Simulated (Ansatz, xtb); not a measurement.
# Two isomers of C4H5F3Si

We compare X, `F[Si](F)(F)C1=CCC1`, a singlet, with Y, `C=C1C[C@@H]1[Si](F)(F)F`, a singlet. Both are isolated molecules in the gas phase, relaxed with B3LYP-D3(BJ)/def2-SVP.

Quicker runs give these differences E(Y) − E(X): GFN2-xTB +34.4 kJ/mol; HF/STO-3G +78.7 kJ/mol (at GFN2-xTB geometries); r2SCAN-D4/def2-SVP +24.4 kJ/mol (at GFN2-xTB geometries).

**Question.** Estimate E(Y) − E(X) at the level CCSD(T)/def2-SVP + ΔMP2/def2-TZVPP.

**Answer.** Calculated at CCSD(T)/def2-SVP + ΔMP2/def2-TZVPP: E(Y) − E(X) = +33.9 kJ/mol, so structure X lies lower.

How the difference moves with the method:

```json
{"level": "GFN2-xTB", "geometry": "GFN2-xTB", "E(Y) − E(X) (kJ/mol)": "+34.4", "departure from the last row (kJ/mol)": "+0.5", "job, with rough time for the two": "optimisation, 0.12 s"}
{"level": "HF/STO-3G", "geometry": "GFN2-xTB", "E(Y) − E(X) (kJ/mol)": "+78.7", "departure from the last row (kJ/mol)": "+44.8", "job, with rough time for the two": "single point, 0.3 s"}
{"level": "r2SCAN-D4/def2-SVP", "geometry": "GFN2-xTB", "E(Y) − E(X) (kJ/mol)": "+24.4", "departure from the last row (kJ/mol)": "−9.5", "job, with rough time for the two": "single point, 3.4 s"}
{"level": "B3LYP-D3(BJ)/def2-SVP", "geometry": "B3LYP-D3(BJ)/def2-SVP", "E(Y) − E(X) (kJ/mol)": "+27.5", "departure from the last row (kJ/mol)": "−6.4", "job, with rough time for the two": "optimisation, 32 s"}
{"level": "HF/def2-SVP", "geometry": "B3LYP-D3(BJ)/def2-SVP", "E(Y) − E(X) (kJ/mol)": "+30.2", "departure from the last row (kJ/mol)": "−3.7", "job, with rough time for the two": "part of the CCSD(T) run"}
{"level": "MP2/def2-SVP", "geometry": "B3LYP-D3(BJ)/def2-SVP", "E(Y) − E(X) (kJ/mol)": "+29.3", "departure from the last row (kJ/mol)": "−4.6", "job, with rough time for the two": "part of the CCSD(T) run"}
{"level": "CCSD(T)/def2-SVP", "geometry": "B3LYP-D3(BJ)/def2-SVP", "E(Y) − E(X) (kJ/mol)": "+30.2", "departure from the last row (kJ/mol)": "−3.7", "job, with rough time for the two": "single point"}
{"level": "CCSD(T)/def2-SVP + ΔMP2/def2-TZVPP", "geometry": "B3LYP-D3(BJ)/def2-SVP", "E(Y) − E(X) (kJ/mol)": "+33.9", "departure from the last row (kJ/mol)": "", "job, with rough time for the two": "single point, 83 s"}
```

As drawn, both hold the same kinds of bond in the same numbers. Structure X has a 4-membered ring, Y a 3-membered ring.

The levels shown agree on the order. The largest departure from CCSD(T)/def2-SVP + ΔMP2/def2-TZVPP is that of HF/STO-3G, 44.8 kJ/mol. The last row adds to CCSD(T) the change of the MP2 difference between the two basis sets, here +3.7 kJ/mol.

With thermal terms from frequencies at re-optimised GFN2-xTB minima (ideal gas, soft modes damped towards free rotors, one conformer each, 298.15 K, 1 atm): on the last row, ΔE + ΔZPE = +30.2, ΔH = +31.0, ΔG = +29.8 kJ/mol.

The correlated steps freeze 12 core orbitals. Mirror images aren't counted in ΔG. Run with Ansatz 0.2.0, xtb 6.7.1; the last row on 4 threads of Arm Neoverse V2 on a shared host.
